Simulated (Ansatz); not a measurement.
`C[B](C)[AlH2]` + `N/C=C/[SiH3]` → `C[BH][AlH2]` + `C/C(N)=C\[SiH3]` at 600 K and 1 bar (redistribution).

Calculated with Ansatz (gas phase, PBE0-D4/def2-TZVP geometries, no zero-point term in ΔE). CBS: MP2 limit from def2 TZ/QZ plus the TZ coupled-cluster correction, frozen cores. Double bonds are as drawn, so ΔE can hold a change between cis and trans. One conformer a species, not always the lowest.

```json
{"species": "`C[B](C)[AlH2]`", "CCSD(T)/CBS energy (Eh)": "-347.69710", "H − E (kJ/mol)": "300.7", "S (J/(mol·K))": "445.2"}
{"species": "`N/C=C/[SiH3]`", "CCSD(T)/CBS energy (Eh)": "-424.07389", "H − E (kJ/mol)": "279.5", "S (J/(mol·K))": "402.8"}
{"species": "`C[BH][AlH2]`", "CCSD(T)/CBS energy (Eh)": "-308.41859", "H − E (kJ/mol)": "211.7", "S (J/(mol·K))": "387.4"}
{"species": "`C/C(N)=C\\[SiH3]`", "CCSD(T)/CBS energy (Eh)": "-463.33913", "H − E (kJ/mol)": "366.0", "S (J/(mol·K))": "474.2"}
```

H − E and S are ideal-gas, rigid-rotor, harmonic terms from PBE0-D4/def2-TZVP, for one conformer and one mirror image of each species. 1 Eh = 2625.50 kJ/mol, R = 8.31446 J/(mol·K).

Task: By hand: ΔE, ΔH, ΔS and ΔG.

Result: ΔE = (-308.41859) + (-463.33913) − (-347.69710) − (-424.07389) = 0.01327 Eh = 34.8 kJ/mol. Δ(H − E) = 211.7 + 366.0 − 300.7 − 279.5 = -2.5, so ΔH = 32.3 kJ/mol. ΔS = 387.4 + 474.2 − 445.2 − 402.8 = 13.6 J/(mol·K). ΔG = 32.3 − 600 × (13.6)/1000 = 24.1 kJ/mol.

Task: By hand: the equilibrium constant, and the temperature at which ΔG would vanish if ΔH and ΔS stayed fixed.

Result: log₁₀ K = −ΔG/(RT ln 10) = -2.1. ΔG = 0 at ΔH/ΔS = 2375 K, though so small a ΔS makes that figure unsure.

The number of gas molecules stays the same, so ΔS is small and ΔH decides. A doubt of 5 kJ/mol in ΔE shifts log₁₀ K by 0.4 here. Other conformers and mirror images would add mixing entropy, several J/(mol·K) or more a flexible species. Modes under 60 cm⁻¹, often nearly free rotors, make the harmonic entropy too high. These are equilibria of isolated gas molecules and say nothing of rates. Largest T1 diagnostic: 0.012 (customary marks: 0.02 for closed shells, 0.045 for open ones).
